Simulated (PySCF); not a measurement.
# How methods differ on the interval between two levels of Sb

Sb [Kr] 4d10 5s2 5p3 [4S3/2, M_J = 3/2] → Sb [Kr] 4d10 5s2 5p2 6s1 [4P5/2, M_J = 5/2], as a difference of total energies. All numbers are calculated (PySCF 2.14, the two-component X2C-1e Hamiltonian, in x2c-SVPall-2c with one added diffuse shell each of s, p type (7s9p4d, 54 functions)). Correlated levels: [Ar] 3d10 frozen; the 6 highest virtual spinors dropped. "Screened" scales the spin-orbit matrix elements by Boettger's factors to mimic the two-electron term; Breit and QED terms are absent.

```csv
method,interval between two levels (cm⁻¹),error (cm⁻¹)
GHF (spin-free),47099,-1233
GMP2 (spin-free),47669,-664
GHF (screened spin-orbit),48650,+318
GMP2 (screened spin-orbit),49350,+1017
```

Reference: 48332 cm⁻¹ (measured; NIST Handbook of Basic Atomic Spectroscopic Data (Sansonetti and Martin, J. Phys. Chem. Ref. Data 34, 1559 (2005))).

The spin-free rows relax to the high-spin LS determinant and lack the spin-orbit shift.

Errors of the correlated levels include the incompleteness of this basis and the frozen core.

The labels give the starting determinants; with spin-orbit coupling the two ends relaxed to ⟨J²⟩ = 3.75, ⟨L²⟩ = 0.07, ⟨S²⟩ = 3.70 and ⟨J²⟩ = 8.76, ⟨L²⟩ = 2.43, ⟨S²⟩ = 3.48.

The promoted electron is Rydberg-like, and one or two diffuse shells describe it only roughly, which tends to raise the upper state.
